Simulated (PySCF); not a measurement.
Br, SMILES `[Br]` (charge 0, multiplicity 2)

All values below come from BP86-D3(BJ)/def2-TZVP run with PySCF.

The highest occupied spin orbital is -7.56 eV and the dipole moment is 0.00 D. The total energy comes out as -2574.3818 Ha and the cost is very roughly 2.0 core-seconds.

Bonded distances (Å): .
Charge 0, spin multiplicity 2.
